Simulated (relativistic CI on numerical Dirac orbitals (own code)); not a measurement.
Energy levels of Br2+

Computed by Dirac-Coulomb-Breit CI, KLI orbitals optimised for each configuration, model QED (radiative potential, 1s self-energy scaled to tabulated hydrogen-like ionisation energies), valence Slater integrals scaled by 0.85, P86 correlation energy added to each configuration (own radial code, finite nucleus).

CI space (outside the closed core [Ar] 3d10): 4s²4p³, 4s4p⁴, 4s²4p²4d, 4p⁵, 4s²4p²4f, 4s²4p²5s, 4s4p³4d, 4s²4p²5p, 4s²4p²6s, 4s4p³4f, 4s²4p²5d, 4s²4p²6p, 4s²4p²7s, 4s²4p²6d, 4s²4p²5f, 4s²4p²5g, 4s²4p²7p, 4s²4p²7d, 4s4p³5s, 4s²4p4d4f, 4s4p³5p, 4p⁴4d, 4s4p²4d², 4s4p³6s, 4s4p³5d, 4s²4p4d², 4s²4d³, 4s²4d²4f, 4s²4d²5s, 4s4p4d³, 4s²4d²5p, 4s²4p4f², 4s²4d4f², 4s²4f³, 4s²4f²5s, 4s4p4d4f², 4s²4f²5p, 4p³4d², 4p²4d³, 4p²4d²4f, 4p²4d²5s, 4p²4d²5p, 4s²4p4d5s, 4s²4d4f5s, 4s²4d5s², 4s4p4d²5s, 4s²4d5s5p, 4s²4p5s², 4s²4f5s², 4s4p4d5s², 4s²5s²5p. Double excitations out of closed p, d and f shells are left out; levels of such configurations are missing from the list, as are those of other unlisted configurations, and high levels can miss mixing partners. These lack a partner that the ground configuration has and come out too high: 4s²4p²6s, 4s4p³4f, 4s²4p²5d, 4s²4p²6p, 4s²4p²7s.

The lowest level is 4s²4p³ ⁴S°3/2, with 96 % of that term; Hund's rules for 4s²4p³ give ⁴S° with J = 3/2, in agreement.

```
No.  Configuration  Term    J   E (eV)   %  Next component (%)  Landé g    jj configuration (%)
  1         4s²4p³   ⁴S°  3/2   0.0000  96       2 4s4p³4d ⁴S°    1.992      4p1/2 4p3/2^2 (51)
  2         4s²4p³   ²D°  3/2   1.9565  89               8 ²P°    0.848      4p1/2 4p3/2^2 (45)
  3         4s²4p³   ²D°  5/2   2.0922  97       2 4s4p³4d ²D°    1.200      4p1/2 4p3/2^2 (97)
  4         4s²4p³   ²P°  1/2   3.3115  97           1 4p⁵ ²P°    0.666      4p1/2 4p3/2^2 (97)
  5         4s²4p³   ²P°  3/2   3.4928  87               8 ²D°    1.295            4p3/2^3 (74)
  6          4s4p⁴    ⁴P  5/2  12.7387  86      12 4s²4p²4d ⁴P    1.598         4s 4p3/2^2 (64)
  7          4s4p⁴    ⁴P  3/2  13.0458  86      12 4s²4p²4d ⁴P    1.733   4s 4p1/2 4p3/2^3 (74)
  8          4s4p⁴    ⁴P  1/2  13.1948  85      12 4s²4p²4d ⁴P    2.665         4s 4p3/2^4 (32)
  9          4s4p⁴    ²D  3/2  15.6343  68      27 4s²4p²4d ²D    0.812   4s 4p1/2 4p3/2^3 (41)
 10          4s4p⁴    ²D  5/2  15.7122  69      27 4s²4p²4d ²D    1.203   4s 4p1/2 4p3/2^3 (53)
 11       4s²4p²4d    ²P  3/2  17.0432  71         22 4s4p⁴ ²P    1.318  4p1/2 4p3/2 4d5/2 (25)
 12       4s²4p²4d    ²P  1/2  17.3303  67         22 4s4p⁴ ²P    0.709      4p3/2^2 4d5/2 (31)
 13       4s²4p²4d    ⁴F  3/2  17.6240  92                3 ⁴D    0.434      4p1/2^2 4d3/2 (42)
 14       4s²4p²4d    ⁴F  5/2  17.7334  89                8 ⁴D    1.057  4p1/2 4p3/2 4d3/2 (52)
 15       4s²4p²4d    ⁴F  7/2  17.9128  89                8 ⁴D    1.252  4p1/2 4p3/2 4d5/2 (72)
 16       4s²4p²4d    ⁴F  9/2  18.1534  95                2 ²G    1.330      4p3/2^2 4d5/2 (52)
 17       4s²4p²4d    ²F  5/2  18.2798  46               45 ⁴D    1.109  4p1/2 4p3/2 4d3/2 (60)
 18       4s²4p²4d    ⁴D  1/2  18.2937  74         15 4s4p⁴ ²S    0.472  4p1/2 4p3/2 4d3/2 (55)
 19       4s²4p²4d    ⁴D  3/2  18.3402  92                4 ⁴F    1.174  4p1/2 4p3/2 4d3/2 (37)
 20       4s²4p²4d    ⁴D  7/2  18.3735  62               28 ²F    1.332  4p1/2 4p3/2 4d5/2 (53)
 21          4s4p⁴    ²S  1/2  18.3872  48      21 4s²4p²4d ²S    1.493      4p3/2^2 4d5/2 (28)
 22       4s²4p²4d    ²F  5/2  18.5352  51               43 ⁴D    1.095  4p1/2 4p3/2 4d5/2 (57)
 23       4s²4p²4d    ²F  7/2  18.9211  67               27 ⁴D    1.222      4p3/2^2 4d5/2 (85)
 24       4s²4p²5s    ⁴P  1/2  18.9925  93                3 ²P    2.582         4p1/2^2 5s (65)
 25       4s²4p²5s    ⁴P  3/2  19.2649  95                2 ²P    1.723     4p1/2 4p3/2 5s (94)
 26       4s²4p²5s    ⁴P  5/2  19.5839  91                4 ²D    1.584     4p1/2 4p3/2 5s (51)
 27       4s²4p²5s    ²P  1/2  19.7428  90                4 ⁴P    0.757     4p1/2 4p3/2 5s (79)
 28       4s²4p²5s    ²P  3/2  20.0845  79               10 ²D    1.273     4p1/2 4p3/2 5s (63)
 29       4s²4p²4d    ²G  7/2  20.2423  95                2 ²F    0.896  4p1/2 4p3/2 4d3/2 (48)
 30       4s²4p²4d    ²G  9/2  20.2880  96                2 ⁴F    1.116  4p1/2 4p3/2 4d5/2 (52)
```

Energies count from the lowest computed level; ° marks odd parity. Filled j subshells are mostly left out of the jj labels.

The mean weight of the leading LS term, summed over parents, in these 30 levels is 81 %, and that of the leading jj configuration (from the same eigenvectors) 58 %, so LS coupling describes them better.

Correlation outside the listed configurations is missing or only estimated: errors of thousands of cm⁻¹ between configurations and terms are usual at this charge. Rates and lifetimes follow the computed energies and can be off by large factors. The fine structure of a lone outer electron comes out too small, for d and f at times inverted, and misplaced configurations move strength between like terms. 10 of the 20 excited levels that our extract of the measured tables holds in this range could be paired (the sources list more); they are missed by 6342 cm⁻¹ on average and 8528 at most, and levels without a partner can miss by more. Some levels of the ground configuration have no partner and can miss by 10 % or more.

LS names give the leading component of a level, which can be under half, so a name can repeat, a term be missing and a line seem to break the LS rules.
